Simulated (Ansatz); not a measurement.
Al₉P₉H₂₄, a nanocrystal cut from wurtzite AlP (hydrogen-capped): single points at one geometry.

```yaml
crystal:
  periodic: [false, false, false]
  atoms:
    - {symbol: Al, position_ang: [0.000836, -4.616833, -1.419686]}
    - {symbol: P, position_ang: [-0.004171, -4.378872, 1.044664]}
    - {symbol: P, position_ang: [-0.000588, -2.241054, -1.884418]}
    - {symbol: Al, position_ang: [-2.034935, -1.175024, -1.223113]}
    - {symbol: Al, position_ang: [-0.000921, -2.240650, 2.167556]}
    - {symbol: P, position_ang: [-1.847968, -1.064917, 1.194690]}
    - {symbol: P, position_ang: [-1.939713, 1.119171, -1.886496]}
    - {symbol: Al, position_ang: [-3.997822, 2.306834, -1.424112]}
    - {symbol: Al, position_ang: [-1.940906, 1.123671, 2.165197]}
    - {symbol: P, position_ang: [-3.791316, 2.193153, 1.040415]}
    - {symbol: Al, position_ang: [2.034327, -1.176012, -1.223477]}
    - {symbol: P, position_ang: [1.847215, -1.066900, 1.194378]}
    - {symbol: P, position_ang: [1.940150, 1.118342, -1.886692]}
    - {symbol: Al, position_ang: [0.000558, 2.348788, -1.226027]}
    - {symbol: Al, position_ang: [1.942336, 1.121560, 2.164982]}
    - {symbol: P, position_ang: [0.001208, 2.134439, 1.192055]}
    - {symbol: Al, position_ang: [3.997227, 2.307839, -1.424408]}
    - {symbol: P, position_ang: [3.795017, 2.187023, 1.040137]}
    - {symbol: H, position_ang: [-1.412775, -5.273149, -1.792947]}
    - {symbol: H, position_ang: [1.418051, -5.269218, -1.786235]}
    - {symbol: H, position_ang: [-1.088071, -5.119827, 1.613318]}
    - {symbol: H, position_ang: [1.072076, -5.127184, 1.618172]}
    - {symbol: H, position_ang: [-0.000804, -2.138870, -3.314869]}
    - {symbol: H, position_ang: [-3.365513, -1.943540, -1.657496]}
    - {symbol: H, position_ang: [-0.000546, -2.343577, 3.760655]}
    - {symbol: H, position_ang: [-3.006310, -1.732670, 1.710836]}
    - {symbol: H, position_ang: [-1.850551, 1.066491, -3.316852]}
    - {symbol: H, position_ang: [-5.271545, 1.406264, -1.791628]}
    - {symbol: H, position_ang: [-3.858200, 3.859055, -1.797635]}
    - {symbol: H, position_ang: [-2.030689, 1.176715, 3.758208]}
    - {symbol: H, position_ang: [-4.977150, 1.633686, 1.613131]}
    - {symbol: H, position_ang: [-3.893423, 3.502348, 1.608558]}
    - {symbol: H, position_ang: [3.364667, -1.944784, -1.658116]}
    - {symbol: H, position_ang: [3.005097, -1.735551, 1.710396]}
    - {symbol: H, position_ang: [1.850965, 1.065642, -3.317046]}
    - {symbol: H, position_ang: [0.000691, 3.884866, -1.662130]}
    - {symbol: H, position_ang: [2.032108, 1.174765, 3.757991]}
    - {symbol: H, position_ang: [0.001884, 3.471963, 1.706920]}
    - {symbol: H, position_ang: [5.272167, 1.411346, -1.797506]}
    - {symbol: H, position_ang: [3.853436, 3.861028, -1.792416]}
    - {symbol: H, position_ang: [4.979089, 1.619764, 1.608826]}
    - {symbol: H, position_ang: [3.904815, 3.493869, 1.612228]}
basis:
  gaussian: {orbitals: def2-SVP, fitting: {mean_field: def2-universal-jkfit}, initial_orbitals: start.molden}
hamiltonian: {xc: pbe0, dispersion: d4}
scf: {omitted_lower_state_checks: [starts]}
output: {orbitals: {seedname: orbitals}}
```

The file start.molden holds the orbitals of an earlier run on this structure, at another level or in another basis.

```sh
$ ansatz run in.yaml --threads 2 --pin off --events-out ev --progress --plain --max-ram 32768MiB --backend cuda --devices 0, --max-vram 18GiB
```

Shortened log:

```
Functional definition: PBE0
2736 factors; integrals over basis functions are off by at most 3.6e-1 eV
mean field evaluation 1: about -143271.8810 eV, gradient 7.8e0 eV
mean field evaluation 2: about -143272.0785 eV, gradient 1.6e-1 eV
mean field evaluation 4: about -143272.0681 eV, gradient 1.5e-4 eV
mean field -143272.06806781 eV, -5265.1513881962 hartree, gradient 2.1e-5 eV, S^2 0.000000; 0 other end points of the search recorded, 0 dependent functions left out
reference -143272.06814467 eV, -5265.1513910210 hartree; 138, 138 occupied and 306, 306 virtual orbitals, 2736 factors
Total energy: -143274.65604417 eV, -5265.2464945734 hartree
Checks for a lower state left out: starts
```

Run time 10 s (2 threads of AMD EPYC 7R13 on a shared host and a share (18 GiB) of an NVIDIA H100 80GB HBM3).

The first input with `gaussian: {orbitals: def2-TZVP, fitting: {mean_field: def2-universal-jkfit}, initial_orbitals: start.molden}` (abridged; 17 s):

```
Functional definition: PBE0
mean field -143320.54031581 eV, -5266.9327104545 hartree, gradient 2.7e-5 eV, S^2 0.000000
Total energy: -143323.12830566 eV, -5267.0278173273 hartree
Checks for a lower state left out: starts
```

As the first input, with `gaussian: {orbitals: def2-TZVP, fitting: {mean_field: def2-universal-jkfit}, initial_orbitals: start.molden}`, `hamiltonian: {xc: pbe, dispersion: d4}`, `output: {forces: true, orbitals: {seedname: orbitals}}` (abridged; 17 s):

```
Functional definition: PBE
mean field -143306.46204046 eV, -5266.4153433782 hartree, gradient 1.4e-5 eV, S^2 0.000000
Total energy: -143309.30896899 eV, -5266.5199660719 hartree
Atom 0 force    -0.000167     0.012964     0.021316 eV/Å
Atom 1 force    -0.000651    -0.148313     0.101072 eV/Å
Atom 2 force     0.000009    -0.025204    -0.151938 eV/Å
Atom 3 force     0.037082     0.021353     0.007188 eV/Å
Atom 4 force    -0.000025     0.006613    -0.013233 eV/Å
Atom 5 force    -0.109697    -0.063124     0.062744 eV/Å
Atom 6 force    -0.021615     0.012317    -0.151933 eV/Å
Atom 7 force     0.011131    -0.006402     0.021383 eV/Å
Atom 8 force     0.005855    -0.003255    -0.013191 eV/Å
Atom 9 force    -0.128136     0.074351     0.101084 eV/Å
Atom 10 force    -0.037120     0.021333     0.007343 eV/Å
Atom 11 force     0.109632    -0.063184     0.062597 eV/Å
Atom 12 force     0.021618     0.012297    -0.151968 eV/Å
Atom 13 force     0.000061    -0.042723     0.007281 eV/Å
Atom 14 force    -0.005702    -0.003427    -0.013150 eV/Å
Atom 15 force    -0.000010     0.126524     0.062522 eV/Å
Atom 16 force    -0.011089    -0.006463     0.021441 eV/Å
Atom 17 force     0.128677     0.073497     0.100997 eV/Å
Atom 18 force     0.056124     0.018391     0.012943 eV/Å
Atom 19 force    -0.056170     0.018223     0.012769 eV/Å
Atom 20 force     0.147203     0.088964    -0.064921 eV/Å
Atom 21 force    -0.146236     0.089851    -0.065509 eV/Å
Atom 22 force     0.000052    -0.005890     0.170698 eV/Å
Atom 23 force     0.034542     0.020077     0.017996 eV/Å
Atom 24 force    -0.000028     0.008567    -0.048485 eV/Å
Atom 25 force     0.142468     0.082139    -0.062812 eV/Å
Atom 26 force    -0.005009     0.003129     0.170639 eV/Å
Atom 27 force     0.043904     0.039677     0.012825 eV/Å
Atom 28 force    -0.012220    -0.057798     0.012909 eV/Å
Atom 29 force     0.007439    -0.004289    -0.048429 eV/Å
Atom 30 force     0.150995     0.081978    -0.065432 eV/Å
Atom 31 force     0.003719    -0.171908    -0.064800 eV/Å
Atom 32 force    -0.034494     0.020108     0.017983 eV/Å
Atom 33 force    -0.142452     0.082280    -0.062812 eV/Å
Atom 34 force     0.005005     0.003152     0.170630 eV/Å
Atom 35 force    -0.000058    -0.039913     0.017889 eV/Å
Atom 36 force    -0.007513    -0.004234    -0.048451 eV/Å
Atom 37 force    -0.000116    -0.164550    -0.062671 eV/Å
Atom 38 force    -0.043965     0.039532     0.012967 eV/Å
Atom 39 force     0.012371    -0.057845     0.012753 eV/Å
Atom 40 force    -0.150743     0.082849    -0.064873 eV/Å
Atom 41 force    -0.004671    -0.171643    -0.065362 eV/Å
Dipole moment:    -0.000186     0.000258     0.742499 e Å
Checks for a lower state left out: starts
```

As the first input, with `hamiltonian: {xc: pbe, dispersion: d4}` (abridged; 9.5 s):

```
Functional definition: PBE
mean field -143257.20250275 eV, -5264.6050887564 hartree, gradient 2.2e-5 eV, S^2 0.000000
Total energy: -143260.04941241 eV, -5264.7097107569 hartree
Checks for a lower state left out: starts
```

The first input with `gaussian: {orbitals: def2-TZVP, fitting: {mean_field: def2-universal-jkfit}, initial_orbitals: start.molden}`, `hamiltonian: {xc: r2scan, dispersion: d4}`, `output: {forces: true, orbitals: {seedname: orbitals}}` (abridged; 17 s):

```
Functional definition: r2SCAN
mean field -143367.68874912 eV, -5268.6653834204 hartree, gradient 1.3e-5 eV, S^2 0.000000
Total energy: -143368.50506396 eV, -5268.6953824374 hartree
Atom 0 force    -0.000103    -0.020995     0.017550 eV/Å
Atom 1 force    -0.001592    -0.365581     0.287678 eV/Å
Atom 2 force     0.000059    -0.046774    -0.371856 eV/Å
Atom 3 force    -0.018980    -0.010814    -0.010391 eV/Å
Atom 4 force    -0.000053    -0.009538     0.027168 eV/Å
Atom 5 force    -0.274954    -0.158517     0.183840 eV/Å
Atom 6 force    -0.040249     0.022808    -0.371602 eV/Å
Atom 7 force    -0.018053     0.010385     0.017189 eV/Å
Atom 8 force    -0.007915     0.004775     0.027683 eV/Å
Atom 9 force    -0.316380     0.183956     0.287451 eV/Å
Atom 10 force     0.018932    -0.010897    -0.010234 eV/Å
Atom 11 force     0.274839    -0.158686     0.183674 eV/Å
Atom 12 force     0.040161     0.022910    -0.371647 eV/Å
Atom 13 force     0.000096     0.021778    -0.010651 eV/Å
Atom 14 force     0.008104     0.004563     0.027729 eV/Å
Atom 15 force     0.000069     0.317480     0.183606 eV/Å
Atom 16 force     0.018047     0.010425     0.017229 eV/Å
Atom 17 force     0.317662     0.181826     0.287361 eV/Å
Atom 18 force     0.173400     0.061704     0.033631 eV/Å
Atom 19 force    -0.173642     0.061171     0.032917 eV/Å
Atom 20 force     0.292065     0.194927    -0.149803 eV/Å
Atom 21 force    -0.290049     0.196796    -0.151083 eV/Å
Atom 22 force     0.000077    -0.018993     0.352972 eV/Å
Atom 23 force     0.139304     0.080539     0.048670 eV/Å
Atom 24 force    -0.000070     0.014148    -0.172471 eV/Å
Atom 25 force     0.290239     0.167328    -0.129257 eV/Å
Atom 26 force    -0.016552     0.009933     0.352896 eV/Å
Atom 27 force     0.139875     0.119795     0.032992 eV/Å
Atom 28 force    -0.033424    -0.180955     0.033639 eV/Å
Atom 29 force     0.012294    -0.007207    -0.172385 eV/Å
Atom 30 force     0.315458     0.153248    -0.150870 eV/Å
Atom 31 force     0.023362    -0.350330    -0.149532 eV/Å
Atom 32 force    -0.139220     0.080648     0.048668 eV/Å
Atom 33 force    -0.290163     0.167590    -0.129244 eV/Å
Atom 34 force     0.016553     0.009950     0.352887 eV/Å
Atom 35 force    -0.000095    -0.160877     0.048684 eV/Å
Atom 36 force    -0.012362    -0.007181    -0.172406 eV/Å
Atom 37 force    -0.000203    -0.335156    -0.128913 eV/Å
Atom 38 force    -0.140105     0.119362     0.033592 eV/Å
Atom 39 force     0.033906    -0.180999     0.033027 eV/Å
Atom 40 force    -0.314987     0.155182    -0.149735 eV/Å
Atom 41 force    -0.025352    -0.349724    -0.150652 eV/Å
Dipole moment:    -0.000195     0.000253     0.769633 e Å
Checks for a lower state left out: starts
```

Geometry: PBE-D4/def2-SVP.

Single mean-field runs in def2-SVP, def2-TZVP are fitted with def2-universal-jkfit.
